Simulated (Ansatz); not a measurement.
Two members of one family (Series SnX2), computed with Ansatz in the gas phase; def2 core potentials for Sn, no spin–orbit coupling. A negative affinity means that the extra electron isn't bound at that geometry and level; within about 0.2 eV of zero the sign isn't settled. Binding counts from free atoms in the multiplicity of their measured ground term, without zero-point energy. A dash marks a value that wasn't run or was left out as unsound. The structures are stationary points that may keep the symmetry of their start. Remarks come from the PBE and PBE0 runs and from stability tests at other levels; not every state was tested. A HOMO above zero means that the electron is unbound at that level and held by the basis, or that self-interaction error raises the level; the energy of removing that electron tells which.

First: SnBr2 (singlet, charge 0, PBE0-D4/def2-TZVP geometry).

Cartesian coordinates in Å:
```
Sn 0.010 0.171 -1.075
Br -1.560 -1.188 0.347
Br 1.550 1.017 0.728
```

```
                 level  HOMO (eV)  LUMO (eV)  gap (eV)  vertical EA (eV)  binding per atom (eV)
       PBE-D4/def2-SVP      -6.54      -3.73      2.81                 –                   2.50
     PBE-D4/def2-TZVPD      -6.73      -3.88      2.86              1.42                   2.53
   r2SCAN-D4/def2-TZVP      -6.99      -3.81      3.18                 –                   2.48
    PBE0-D4/def2-TZVPD      -7.75      -3.24      4.50              1.57                   2.44
CAM-B3LYP-D4/def2-TZVP      -8.91      -2.33      6.57                 –                   2.35
```

Remarks: HOMO above zero (-1 doublet).

Second: Sn(NH2)2 (singlet, charge 0, PBE0-D4/def2-TZVP geometry).

Cartesian coordinates in Å:
```
Sn 1.139 -0.279 -0.751
N 0.734 -0.390 1.224
H 1.408 -0.710 1.900
H -0.145 -0.162 1.663
N -0.701 0.391 -1.243
H -0.971 0.594 -2.191
H -1.463 0.557 -0.602
```

Estimate the same table for the second.


```json
{"level": "PBE-D4/def2-SVP", "HOMO (eV)": "-4.97", "LUMO (eV)": "-1.48", "gap (eV)": "3.49", "vertical EA (eV)": "–", "binding per atom (eV)": "3.26"}
{"level": "PBE-D4/def2-TZVPD", "HOMO (eV)": "-5.40", "LUMO (eV)": "-1.89", "gap (eV)": "3.51", "vertical EA (eV)": "-0.44", "binding per atom (eV)": "3.32"}
{"level": "r2SCAN-D4/def2-TZVP", "HOMO (eV)": "-5.56", "LUMO (eV)": "-1.67", "gap (eV)": "3.89", "vertical EA (eV)": "–", "binding per atom (eV)": "3.19"}
{"level": "PBE0-D4/def2-TZVPD", "HOMO (eV)": "-6.70", "LUMO (eV)": "-1.23", "gap (eV)": "5.47", "vertical EA (eV)": "-0.37", "binding per atom (eV)": "3.20"}
{"level": "CAM-B3LYP-D4/def2-TZVP", "HOMO (eV)": "-8.00", "LUMO (eV)": "-0.22", "gap (eV)": "7.78", "vertical EA (eV)": "–", "binding per atom (eV)": "3.25"}
```

Remarks: HOMO above zero (-1 doublet).
